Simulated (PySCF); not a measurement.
# Dipole moment and polarisability of `O=S(=O)(Cl)c1ccco1`

Compound: C4H3ClO3S.
Numbering: `[O:1]=[S:2](=[O:3])([Cl:4])[c:5]1[cH:6][cH:7][cH:8][o:9]1` (hydrogens: H10 on C6; H11 on C7; H12 on C8)

Geometry (GFN2-xTB, Å), atoms numbered from 1 in this order:
```
atom  x, y, z in Å
O1     2.372   -1.559    0.368
S2     2.031   -0.177    0.326
O3     2.509    0.707    1.333
Cl4    2.669    0.546   -1.470
C5     0.287   -0.023    0.136
C6    -0.669   -0.941   -0.180
C7    -1.882   -0.214   -0.225
C8    -1.555    1.080    0.060
O9    -0.239    1.201    0.277
H10   -0.515   -1.986   -0.346
H11   -2.856   -0.602   -0.439
H12   -2.151    1.968    0.134
```

Level: CAM-B3LYP/def2-SVPD (PySCF), static field, nuclei fixed, core orbitals frozen in the response. The polarisability tensor in these axes (au):

```
x   110.01  -0.90  -2.05
y    -0.90  82.07  -0.92
z    -2.05  -0.92  73.72
```

Problem. Diagonalise the tensor; give its mean and Δα, where Δα² is half the sum of the squared differences of the eigenvalues.

Solution. Principal values 73.49, 82.15 and 110.15 au; mean 88.60 au = 13.13 Å³ = 14.61 × 10⁻⁴⁰ C²·m²/J; Δα = 33.19 au (37 % of the mean).

Problem. What is the dipole moment, and where does it point?

Solution. (-5.02, 0.28, -1.63) D, 5.28 D in size, pointing from the negative to the positive side. Measured along this direction, the outermost atoms are O3 at the negative end and H11 at the positive end.

Problem. How large is μ²/3kT at 500 K beside α?

Solution. In Gaussian units μ²/3kT = 134.74 Å³ against 13.13 Å³, a ratio of 10.26; the Debye molar polarisation (4π/3)N_A(α + μ²/3kT) is 373.0 cm³/mol, leaving out the vibrational part.

Problem. What would n − 1 = 2πNα be for an ideal gas of these molecules at 273.15 K and 1 atm, electronic part alone?

Solution. N = p/kT = 2.6868 × 10¹⁹ cm⁻³, so n − 1 = 2π × N × 13.13 × 10⁻²⁴ cm³ = 2216 × 10⁻⁶ at long wavelengths.

Problem. What depolarisation ratio follows for Rayleigh scattering of linearly polarised light, taking the static tensor?

Solution. ρ = 3Δα²/(45ᾱ² + 4Δα²) = 3304.5/(353237 + 4406.0) = 0.00924.

One conformer (not necessarily the lowest) at the GFN2-xTB geometry, without solvent, vibrations or thermal averaging.
